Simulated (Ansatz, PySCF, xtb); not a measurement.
Process, species as SMILES: CCC(O)CC + 4 C (CH4) -> 4 CC (C2H6) [ethane] + CO (CH4O) [methanol]
Structures are relaxed separately at B3LYP-D3(BJ)/def2-TZVP in Ansatz (a program for electronic structure), one conformer each, not searched for the lowest.
Geometry of the first species:
```
C
H 1 1.0950
O 1 1.4320 2 103.82
H 3 0.9649 1 107.99 2 -180.00
C 1 1.5272 2 108.84 3 118.62
H 5 1.0941 1 108.52 2 67.43
H 5 1.0971 6 106.12 1 -116.35
C 5 1.5250 6 109.98 7 -118.97
H 8 1.0900 5 110.91 6 -179.32
H 8 1.0913 9 108.32 5 122.31
H 8 1.0926 9 107.60 10 116.30
C 1 1.5272 2 108.84 3 -118.62
H 12 1.0941 1 108.52 2 -67.43
H 12 1.0971 13 106.12 1 116.35
C 12 1.5250 13 109.98 14 118.97
H 15 1.0900 12 110.91 13 179.32
H 15 1.0913 16 108.32 12 -122.31
H 15 1.0926 16 107.60 17 -116.30
```

Quantity: bond separation energy (enthalpy at 298 K, with B3LYP-D3(BJ) rigid-rotor harmonic-oscillator terms from PySCF), in kcal/mol. Valence correlation only, unless marked. Spin-orbit coupling is left out. No relativistic terms. Basis-set limits of correlation are two-point, X^-3; Hartree-Fock from the larger set. [CCSD(T)-MP2]/basis is that difference in the basis named.

| level | program | bond separation energy (kcal/mol) |
|---|---|---|
| GFN2-xTB | xtb | 15.2 |

Question: Predict the RI-MP2/CBS(cc-pVTZ,cc-pVQZ)+[CCSD(T)-MP2]/cc-pVTZ result (Ansatz).

Answer: 17.5 kcal/mol
